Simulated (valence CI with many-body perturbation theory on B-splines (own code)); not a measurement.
E1 line list for Se²⁷⁺

Calculated by relativistic CI+MBPT: five valence electrons over a frozen Dirac-Fock core [He], a basis of 9 s, 9 p, 8 d, 6 f, 3 g, 1 h functions for each j, with the one-electron correlation potential Σ1, the two-electron term Σ2, the three-electron term Σ3, Breit, model QED; selected CI, second order for the rest (own B-spline code, finite nucleus).

The last digits are not significant, and no measured levels were compared; by estimate large intervals hold to a few tenths of a per cent, small ones and those within an open d or f shell to about a per cent. Among the levels kept, up to 1500 cm⁻¹ of a level comes from second order outside the variational space, and about a tenth of that is noise between levels of different J, which matters for small intervals.

Lines 1 to 50 of 275 in falling wavelength, among levels below 136.75 Ry, chosen from the strongest by gf and those to the six lowest levels. Wavelengths and rates use the calculated energies. Electric multipoles are in the length gauge, E1 and E2 with the static RPA response of the core. Weak lines are less certain than strong ones. Lines between different terms over intervals too small for the method are left out, as are lines whose strength nearly cancels. The highest levels of a list are the least certain.

Levels are named by their leading jj configuration (3d3/2^4 stands for four electrons in 3d with j = 3/2), which in mixed levels can hold well under half, so a name can repeat and another be missing. Letters in brackets count levels of one name in rising energy.

```csv
λ vac (Å),Upper,Lower,A (s⁻¹),S (a.u.) with core polarisation,S without
379.8,(2s^2 2p1/2 2p3/2 3p1/2) J=5/2,(2s^2 2p1/2 2p3/2 3s) J=3/2 [b],6.44e+08,1.05e-01,1.05e-01
372.7,(2s 2p1/2^2 2p3/2 3p1/2) J=1/2,(2s 2p1/2^2 2p3/2 3s) J=3/2 [b],1.50e+09,7.65e-02,7.65e-02
359.1,(2s 2p1/2^2 2p3/2 3p1/2) J=3/2 [b],(2s 2p1/2^2 2p3/2 3s) J=3/2 [b],1.08e+09,9.89e-02,9.89e-02
351.6,(2s^2 2p1/2 2p3/2 3p1/2) J=1/2,(2s^2 2p1/2 2p3/2 3s) J=3/2 [a],1.74e+09,7.49e-02,7.49e-02
348.9,(2s^2 2p1/2^2 3p1/2) J=1/2,(2s^2 2p1/2^2 3s) J=1/2,2.47e+09,1.03e-01,1.03e-01
340.8,(2s^2 2p1/2 2p3/2 3p1/2) J=5/2,(2s^2 2p1/2 2p3/2 3s) J=5/2,1.46e+09,1.71e-01,1.71e-01
339.2,(2s 2p1/2^2 2p3/2 3p1/2) J=3/2 [b],(2s 2p1/2^2 2p3/2 3s) J=1/2,1.39e+09,1.07e-01,1.07e-01
318.6,(2s 2p1/2^2 2p3/2 3p1/2) J=3/2 [a],(2s 2p1/2^2 2p3/2 3s) J=5/2,3.25e+09,2.07e-01,2.07e-01
315.2,(2s^2 2p1/2 2p3/2 3p1/2) J=3/2 [a],(2s^2 2p1/2 2p3/2 3s) J=3/2 [a],1.75e+09,1.08e-01,1.08e-01
312.5,(2s^2 2p1/2 2p3/2 3d3/2) J=5/2 [b],(2s^2 2p1/2 2p3/2 3p3/2) J=5/2 [b],6.53e+08,5.90e-02,5.90e-02
307.1,(2s 2p1/2^2 2p3/2 3p1/2) J=5/2,(2s 2p1/2^2 2p3/2 3s) J=5/2,3.15e+09,2.71e-01,2.71e-01
306.9,(2s 2p1/2^2 2p3/2 3p3/2) J=3/2,(2s 2p1/2^2 2p3/2 3s) J=3/2 [a],2.93e+09,1.67e-01,1.67e-01
305.2,(2s^2 2p3/2^2 3d5/2) J=3/2,(2s^2 2p3/2^2 3p3/2) J=3/2 [a],1.47e+09,8.24e-02,8.24e-02
302.3,(2s^2 2p1/2 2p3/2 3p3/2) J=3/2 [a],(2s^2 2p1/2 2p3/2 3s) J=3/2 [b],1.19e+09,6.51e-02,6.51e-02
300.7,(2s^2 2p1/2 2p3/2 3d5/2) J=1/2,(2s^2 2p1/2 2p3/2 3p3/2) J=1/2 [b],2.01e+09,5.40e-02,5.40e-02
299.1,(2s^2 2p1/2 2p3/2 3d3/2) J=7/2,(2s^2 2p1/2 2p3/2 3p3/2) J=7/2,9.21e+08,9.74e-02,9.74e-02
299.1,(2s^2 2p1/2 2p3/2 3d5/2) J=3/2 [b],(2s^2 2p1/2 2p3/2 3p3/2) J=1/2 [b],1.63e+09,8.61e-02,8.61e-02
295.1,(2s^2 2p3/2^2 3p1/2) J=3/2,(2s^2 2p3/2^2 3s) J=5/2,3.04e+09,1.54e-01,1.54e-01
293.2,(2s^2 2p3/2^2 3d5/2) J=5/2,(2s^2 2p3/2^2 3p3/2) J=3/2 [a],2.22e+09,1.66e-01,1.66e-01
289.1,(2s^2 2p3/2^2 3p1/2) J=5/2,(2s^2 2p3/2^2 3s) J=3/2,1.37e+09,9.80e-02,9.80e-02
287.6,(2s^2 2p3/2^2 3d5/2) J=7/2,(2s^2 2p3/2^2 3p3/2) J=7/2,7.70e+08,7.23e-02,7.23e-02
285.0,(2s 2p1/2^2 2p3/2 3p3/2) J=5/2,(2s 2p1/2^2 2p3/2 3s) J=3/2 [a],3.17e+09,2.17e-01,2.17e-01
283.7,(2s^2 2p3/2^2 3p1/2) J=1/2,(2s^2 2p3/2^2 3s) J=1/2,4.64e+09,1.05e-01,1.05e-01
279.8,(2s 2p1/2^2 2p3/2 3p3/2) J=1/2 [a],(2s 2p1/2^2 2p3/2 3s) J=3/2 [a],2.82e+09,6.10e-02,6.10e-02
278.3,(2s^2 2p3/2^2 3p3/2) J=5/2,(2s^2 2p3/2^2 3s) J=3/2,3.11e+09,1.99e-01,1.99e-01
278.3,(2s^2 2p3/2^2 3d5/2) J=7/2,(2s^2 2p3/2^2 3p3/2) J=5/2,3.19e+09,2.72e-01,2.72e-01
275.7,(2s^2 2p1/2 2p3/2 3d5/2) J=9/2,(2s^2 2p1/2 2p3/2 3p3/2) J=7/2,4.36e+09,4.51e-01,4.51e-01
275.7,(2s^2 2p1/2 2p3/2 3d5/2) J=7/2 [a],(2s^2 2p1/2 2p3/2 3p3/2) J=5/2 [a],3.60e+09,2.98e-01,2.98e-01
272.6,(2s^2 2p3/2^2 3d5/2) J=9/2,(2s^2 2p3/2^2 3p3/2) J=7/2,4.50e+09,4.49e-01,4.49e-01
268.5,(2s^2 2p3/2^2 3p3/2) J=1/2,(2s^2 2p3/2^2 3s) J=3/2,4.40e+09,8.40e-02,8.41e-02
268.2,(2s^2 2p3/2^2 3p1/2) J=5/2,(2s^2 2p3/2^2 3s) J=5/2,3.71e+09,2.12e-01,2.12e-01
267.1,(2s^2 2p1/2 2p3/2 3d5/2) J=5/2 [a],(2s^2 2p1/2 2p3/2 3p3/2) J=3/2 [a],3.51e+09,1.98e-01,1.98e-01
265.7,(2s^2 2p1/2^2 3d5/2) J=5/2,(2s^2 2p1/2^2 3p3/2) J=3/2,4.83e+09,2.68e-01,2.68e-01
264.0,(2s^2 2p1/2 2p3/2 3p3/2) J=1/2 [a],(2s^2 2p1/2 2p3/2 3s) J=1/2,3.14e+09,5.71e-02,5.71e-02
261.6,(2s^2 2p1/2 2p3/2 3d3/2) J=5/2 [a],(2s^2 2p1/2 2p3/2 3p1/2) J=5/2,8.67e+08,4.60e-02,4.60e-02
261.3,(2s^2 2p1/2 2p3/2 3d5/2) J=7/2 [b],(2s^2 2p1/2 2p3/2 3p3/2) J=5/2 [b],4.49e+09,3.16e-01,3.16e-01
258.9,(2s^2 2p3/2^2 3p3/2) J=5/2,(2s^2 2p3/2^2 3s) J=5/2,1.79e+09,9.19e-02,9.19e-02
255.7,(2s^2 2p1/2 2p3/2 3d5/2) J=7/2 [a],(2s^2 2p1/2 2p3/2 3p1/2) J=5/2,8.36e+08,5.52e-02,5.52e-02
252.9,(2s^2 2p1/2 2p3/2 3p1/2) J=3/2 [b],(2s^2 2p1/2 2p3/2 3s) J=5/2,5.64e+09,1.80e-01,1.80e-01
251.6,(2s^2 2p1/2 2p3/2 3p3/2) J=7/2,(2s^2 2p1/2 2p3/2 3s) J=5/2,6.80e+09,4.27e-01,4.28e-01
251.3,(2s^2 2p3/2^2 3p3/2) J=7/2,(2s^2 2p3/2^2 3s) J=5/2,6.66e+09,4.18e-01,4.18e-01
251.1,(2s^2 2p1/2 2p3/2 3d5/2) J=3/2 [a],(2s^2 2p1/2 2p3/2 3p3/2) J=1/2 [a],3.50e+09,1.09e-01,1.09e-01
250.9,(2s^2 2p1/2 2p3/2 3p3/2) J=5/2 [a],(2s^2 2p1/2 2p3/2 3s) J=3/2 [a],5.76e+09,2.69e-01,2.69e-01
250.6,(2s^2 2p1/2 2p3/2 3d3/2) J=5/2 [b],(2s^2 2p1/2 2p3/2 3p1/2) J=3/2 [b],1.97e+09,9.17e-02,9.17e-02
249.1,(2s^2 2p1/2 2p3/2 3p3/2) J=3/2 [a],(2s^2 2p1/2 2p3/2 3s) J=1/2,2.00e+09,6.10e-02,6.10e-02
247.7,(2s 2p1/2^2 2p3/2 3p3/2) J=7/2,(2s 2p1/2^2 2p3/2 3s) J=5/2,7.94e+09,4.77e-01,4.77e-01
245.4,(2s^2 2p3/2^2 3d3/2) J=5/2,(2s^2 2p3/2^2 3p1/2) J=5/2,2.56e+09,1.12e-01,1.12e-01
245.2,(2s^2 2p1/2 2p3/2 3p3/2) J=3/2 [b],(2s^2 2p1/2 2p3/2 3s) J=3/2 [b],4.46e+09,1.30e-01,1.30e-01
242.4,(2s^2 2p3/2^2 3d3/2) J=7/2,(2s^2 2p3/2^2 3p3/2) J=7/2,8.72e+08,4.90e-02,4.90e-02
241.8,(2s^2 2p1/2 2p3/2 3d5/2) J=5/2 [a],(2s^2 2p1/2 2p3/2 3p3/2) J=5/2 [a],1.17e+09,4.92e-02,4.92e-02
```
